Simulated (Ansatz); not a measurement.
Basis-set series for `C#CB(F)F`. Charge 0, multiplicity 1. Geometry: relaxed with PBE0-D4/def2-TZVP.

```tsv
functional	basis	functions	energy (Eh)	HOMO (eV)	LUMO (eV)
PBE0-D4	def2-SVP	75	-300.86289	-8.84	-1.36
PBE0-D4	def2-TZVPP	169	-301.21924	-8.92	-1.50
ωB97M-V	def2-SVP	75	-301.09599	-11.11	0.88
ωB97M-V	def2-TZVPP	169	-301.46062	-11.20	0.66
```

Give the rows for def2-QZVPP. (An estimate is asked.)

Ansatz gave: 
```csv
functional,basis,functions,energy (Eh),HOMO (eV),LUMO (eV)
PBE0-D4,def2-QZVPP,315,-301.23513,-8.93,-1.53
ωB97M-V,def2-QZVPP,315,-301.47516,-11.22,0.60
```

Positive LUMOs are unbound and depend on the basis.
